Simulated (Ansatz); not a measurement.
Ansatz (a first-principles code) input (B3LYP-D3(BJ)/def2-TZVP):

Ansatz 0.2 input:
```yaml
crystal:
  periodic: [false, false, false]
  atoms:
    - {symbol: Sb, position_ang: [-0.00000000, -0.00000000, -0.03312522]}
    - {symbol: H, position_ang: [0.00000000, 0.00000000, 1.68938604]}
basis:
  gaussian:
    orbitals: def2-TZVP
hamiltonian:
  xc: b3lyp
  dispersion: d3bj
magnetization: {spin_polarized: true, initial_magnetization: 2}
phonons: {temperatures: {t_min: 298.15, t_max: 298.15, t_step: 100}}
```

Output:

```
Functional definition: B3LYP
integrals: 0.01 GiB planned
480 factors; their error is unknown
mean field: 0.14 GiB planned
mean field evaluation 1: about -6554.7245 eV, gradient 5.6e0 eV
mean field evaluation 2: about -6554.8383 eV, gradient 4.9e0 eV
mean field evaluation 4: about -6554.9806 eV, gradient 1.9e-1 eV
mean field evaluation 8: about -6555.1342 eV, gradient 3.7e-2 eV
mean field -6555.13419461 eV, -240.8967384225 hartree, gradient 1.4e-5 eV, S^2 2.003676; 0 other end points of the search recorded, 0 dependent functions left out
the calculation of the forces begins
reference -6555.13436645 eV, -240.8967447375 hartree; 13, 11 occupied and 43, 45 virtual orbitals, 480 factors
these checks for a lower state are left out or cut short: stability, starts, cluster_reference, orbital_swaps, neighbouring_geometries, increment
integrals: 0.01 GiB planned
480 factors; their error is unknown
mean field: 0.14 GiB planned
mean field evaluation 16: about -6554.9808 eV, gradient 2.7e-1 eV
mean field -6555.13419461 eV, -240.8967384225 hartree, gradient 1.2e-6 eV, S^2 2.003676; 0 other end points of the search recorded, 0 dependent functions left out
the calculation of the forces begins
reference -6555.13436645 eV, -240.8967447375 hartree; 13, 11 occupied and 43, 45 virtual orbitals, 480 factors
these checks for a lower state are left out or cut short: stability, starts, cluster_reference, orbital_swaps, neighbouring_geometries, increment
integrals: 0.01 GiB planned
480 factors; their error is unknown
mean field: 0.14 GiB planned
mean field -6555.13419461 eV, -240.8967384225 hartree, gradient 1.2e-6 eV, S^2 2.003676; 0 other end points of the search recorded, 0 dependent functions left out
the calculation of the forces begins
reference -6555.13436645 eV, -240.8967447375 hartree; 13, 11 occupied and 43, 45 virtual orbitals, 480 factors
these checks for a lower state are left out or cut short: stability, starts, cluster_reference, orbital_swaps, neighbouring_geometries, increment
integrals: 0.01 GiB planned
480 factors; their error is unknown
mean field: 0.14 GiB planned
mean field evaluation 32: about -6554.9808 eV, gradient 2.7e-1 eV
mean field -6555.13419461 eV, -240.8967384225 hartree, gradient 1.2e-6 eV, S^2 2.003676; 0 other end points of the search recorded, 0 dependent functions left out
the calculation of the forces begins
reference -6555.13436645 eV, -240.8967447375 hartree; 13, 11 occupied and 43, 45 virtual orbitals, 480 factors
these checks for a lower state are left out or cut short: stability, starts, cluster_reference, orbital_swaps, neighbouring_geometries, increment
integrals: 0.01 GiB planned
480 factors; their error is unknown
mean field: 0.14 GiB planned
mean field -6555.13419461 eV, -240.8967384225 hartree, gradient 1.2e-6 eV, S^2 2.003676; 0 other end points of the search recorded, 0 dependent functions left out
the calculation of the forces begins
reference -6555.13436645 eV, -240.8967447375 hartree; 13, 11 occupied and 43, 45 virtual orbitals, 480 factors
these checks for a lower state are left out or cut short: stability, starts, cluster_reference, orbital_swaps, neighbouring_geometries, increment
integrals: 0.01 GiB planned
480 factors; their error is unknown
mean field: 0.14 GiB planned
mean field -6555.13415357 eV, -240.8967369143 hartree, gradient 1.2e-6 eV, S^2 2.003666; 0 other end points of the search recorded, 0 dependent functions left out
the calculation of the forces begins
reference -6555.13432539 eV, -240.8967432286 hartree; 13, 11 occupied and 43, 45 virtual orbitals, 480 factors
these checks for a lower state are left out or cut short: stability, starts, cluster_reference, orbital_swaps, neighbouring_geometries, increment
integrals: 0.01 GiB planned
480 factors; their error is unknown
mean field: 0.14 GiB planned
mean field -6555.13415208 eV, -240.8967368594 hartree, gradient 1.3e-6 eV, S^2 2.003685; 0 other end points of the search recorded, 0 dependent functions left out
the calculation of the forces begins
reference -6555.13432393 eV, -240.8967431749 hartree; 13, 11 occupied and 43, 45 virtual orbitals, 480 factors
these checks for a lower state are left out or cut short: stability, starts, cluster_reference, orbital_swaps, neighbouring_geometries, increment
integrals: 0.01 GiB planned
480 factors; their error is unknown
mean field: 0.14 GiB planned
mean field evaluation 64: about -6554.9808 eV, gradient 2.7e-1 eV
mean field -6555.13419461 eV, -240.8967384225 hartree, gradient 1.2e-6 eV, S^2 2.003676; 0 other end points of the search recorded, 0 dependent functions left out
the calculation of the forces begins
reference -6555.13436645 eV, -240.8967447375 hartree; 13, 11 occupied and 43, 45 virtual orbitals, 480 factors
these checks for a lower state are left out or cut short: stability, starts, cluster_reference, orbital_swaps, neighbouring_geometries, increment
integrals: 0.01 GiB planned
480 factors; their error is unknown
mean field: 0.14 GiB planned
mean field -6555.13419461 eV, -240.8967384225 hartree, gradient 1.2e-6 eV, S^2 2.003676; 0 other end points of the search recorded, 0 dependent functions left out
the calculation of the forces begins
reference -6555.13436645 eV, -240.8967447375 hartree; 13, 11 occupied and 43, 45 virtual orbitals, 480 factors
these checks for a lower state are left out or cut short: stability, starts, cluster_reference, orbital_swaps, neighbouring_geometries, increment
integrals: 0.01 GiB planned
480 factors; their error is unknown
mean field: 0.14 GiB planned
mean field -6555.13419461 eV, -240.8967384225 hartree, gradient 1.2e-6 eV, S^2 2.003676; 0 other end points of the search recorded, 0 dependent functions left out
the calculation of the forces begins
reference -6555.13436645 eV, -240.8967447375 hartree; 13, 11 occupied and 43, 45 virtual orbitals, 480 factors
these checks for a lower state are left out or cut short: stability, starts, cluster_reference, orbital_swaps, neighbouring_geometries, increment
integrals: 0.01 GiB planned
480 factors; their error is unknown
mean field: 0.14 GiB planned
mean field -6555.13419461 eV, -240.8967384225 hartree, gradient 1.2e-6 eV, S^2 2.003676; 0 other end points of the search recorded, 0 dependent functions left out
the calculation of the forces begins
reference -6555.13436645 eV, -240.8967447375 hartree; 13, 11 occupied and 43, 45 virtual orbitals, 480 factors
these checks for a lower state are left out or cut short: stability, starts, cluster_reference, orbital_swaps, neighbouring_geometries, increment
integrals: 0.01 GiB planned
480 factors; their error is unknown
mean field: 0.14 GiB planned
mean field evaluation 96: about -6554.9807 eV, gradient 3.0e-1 eV
mean field -6555.13415208 eV, -240.8967368594 hartree, gradient 1.3e-6 eV, S^2 2.003685; 0 other end points of the search recorded, 0 dependent functions left out
the calculation of the forces begins
reference -6555.13432393 eV, -240.8967431749 hartree; 13, 11 occupied and 43, 45 virtual orbitals, 480 factors
these checks for a lower state are left out or cut short: stability, starts, cluster_reference, orbital_swaps, neighbouring_geometries, increment
integrals: 0.01 GiB planned
480 factors; their error is unknown
mean field: 0.14 GiB planned
mean field -6555.13415357 eV, -240.8967369143 hartree, gradient 1.2e-6 eV, S^2 2.003666; 0 other end points of the search recorded, 0 dependent functions left out
the calculation of the forces begins
reference -6555.13432539 eV, -240.8967432286 hartree; 13, 11 occupied and 43, 45 virtual orbitals, 480 factors
Total energy: -6555.16031528 eV, -240.8976983393 hartree
Atom 0 at    -0.000000    -0.000000    -0.033125 Å, force     0.000000     0.000000     0.000129 eV/Å
Atom 1 at     0.000000     0.000000     1.689386 Å, force    -0.000000    -0.000000    -0.000129 eV/Å
Dipole moment:     0.000000    -0.000000    -0.062883 e Å
Vibrations: 1905.59 cm⁻¹, zero-point energy 0.118131 eV
```
